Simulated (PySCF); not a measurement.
Calculation: PySCF with PBE-D3(BJ)/def2-TZVP // PBE-D3(BJ)/def2-SVP. Isolated molecules, 0 K electronic values unless said otherwise. One relaxed conformer stands for a flexible species; it need not be the lowest. 

Reference species: [Zn(F)(OH)] (neutral, multiplicity 1).

| Item | Value |
|---|---|
| LUMO | -2.49 eV |
| coordination number | 2 |
| charge on the central atom (Mulliken) | 0.66 e |

Changed species: [Zn(F)(Cl)] (Y = Cl; the reference has Y = OH).

Problem. Give the shifts of the LUMO, coordination number and charge on the central atom (Mulliken).

Solution. the LUMO drops by 0.36 eV, to -2.85 eV; the coordination number stays essentially unchanged; the charge on the central atom (Mulliken) increases by 0.02 e, to 0.68 e.
